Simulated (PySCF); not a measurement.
`FC/C=N/c1ccccc1`, C8H8FN

Molfile (atoms numbered from 1):
```
C8H8FN
     RDKit          3D

 18 18  0  0  0  0  0  0  0  0999 V2000
    4.2964    0.7575   -0.6148 F   0  0  0  0  0  0  0  0  0  0  0  0
    3.4529   -0.1290    0.0008 C   0  0  0  0  0  0  0  0  0  0  0  0
    2.0307    0.1781   -0.3388 C   0  0  0  0  0  0  0  0  0  0  0  0
    1.0981   -0.5179    0.1377 N   0  0  0  0  0  0  0  0  0  0  0  0
   -0.2429   -0.2523   -0.0882 C   0  0  0  0  0  0  0  0  0  0  0  0
   -0.7741    1.0350   -0.0023 C   0  0  0  0  0  0  0  0  0  0  0  0
   -2.1323    1.2354   -0.1593 C   0  0  0  0  0  0  0  0  0  0  0  0
   -2.9723    0.1647   -0.4151 C   0  0  0  0  0  0  0  0  0  0  0  0
   -2.4495   -1.1166   -0.4970 C   0  0  0  0  0  0  0  0  0  0  0  0
   -1.0969   -1.3304   -0.3228 C   0  0  0  0  0  0  0  0  0  0  0  0
    3.7310   -1.1329   -0.3396 H   0  0  0  0  0  0  0  0  0  0  0  0
    3.6282   -0.0533    1.0799 H   0  0  0  0  0  0  0  0  0  0  0  0
    1.8905    1.0172   -1.0307 H   0  0  0  0  0  0  0  0  0  0  0  0
   -0.1192    1.8670    0.2151 H   0  0  0  0  0  0  0  0  0  0  0  0
   -2.5361    2.2345   -0.0839 H   0  0  0  0  0  0  0  0  0  0  0  0
   -4.0319    0.3269   -0.5436 H   0  0  0  0  0  0  0  0  0  0  0  0
   -3.1031   -1.9547   -0.6894 H   0  0  0  0  0  0  0  0  0  0  0  0
   -0.6782   -2.3230   -0.3861 H   0  0  0  0  0  0  0  0  0  0  0  0
  1  2  1  0
  2  3  1  0
  3  4  2  0
  4  5  1  0
  5  6  2  0
  6  7  1  0
  7  8  2  0
  8  9  1  0
  9 10  2  0
 10  5  1  0
  2 11  1  0
  2 12  1  0
  3 13  1  0
  6 14  1  0
  7 15  1  0
  8 16  1  0
  9 17  1  0
 10 18  1  0
M  END
```

Method used: GIAO B3LYP/pcSseg-1 magnetisability, rotational g tensor and spin-rotation constants, non-relativistic, gas phase (PySCF). Geometry: GFN2-xTB.

**Question.** Give the nuclear spin-rotation constants along the inertial axes (H = +C I·J) beside the isotropic shieldings.

**Answer.** Rotational constants 4.5605, 0.5754, 0.5222 GHz. A star marks the isotopologue with that one atom substituted, in its own axes.
| atom | isotope | Caa (kHz) | Cbb (kHz) | Ccc (kHz) | mean (kHz) | σ (ppm) |
| --- | --- | --- | --- | --- | --- | --- |
| F1 | 19F | 0.550 | 0.168 | 0.156 | 0.291 | 430.8 |
| N4 | 14N | 1.587 | 0.082 | 0.054 | 0.574 | -123.7 |
| H11 | 1H | -0.395 | 0.026 | -0.046 | -0.138 | 26.2 |
| H12 | 1H | -0.410 | -0.062 | 0.035 | -0.146 | 26.3 |
| H13 | 1H | -0.313 | 0.006 | -0.014 | -0.107 | 23.6 |
| H14 | 1H | -0.065 | 0.008 | -0.054 | -0.037 | 24.9 |
| H15 | 1H | -0.379 | 0.053 | -0.052 | -0.126 | 24.3 |
| H16 | 1H | 0.461 | -0.055 | -0.051 | 0.118 | 24.5 |
| H17 | 1H | -0.035 | 0.008 | -0.049 | -0.025 | 24.3 |
| H18 | 1H | -0.385 | 0.055 | -0.054 | -0.128 | 24.5 |
| C2 | 13C* | 1.114 | 0.145 | 0.141 | 0.467 | 92.2 |
| C3 | 13C* | 2.047 | 0.204 | 0.173 | 0.808 | 13.3 |
| C5 | 13C* | 2.331 | 0.231 | 0.091 | 0.884 | 24.7 |
| C6 | 13C* | 1.674 | 0.237 | 0.073 | 0.661 | 61.0 |
| C7 | 13C* | 1.678 | 0.280 | 0.065 | 0.674 | 46.5 |
| C8 | 13C* | 2.221 | 0.205 | 0.064 | 0.830 | 50.0 |

For the geometry as given, no vibrational averaging.
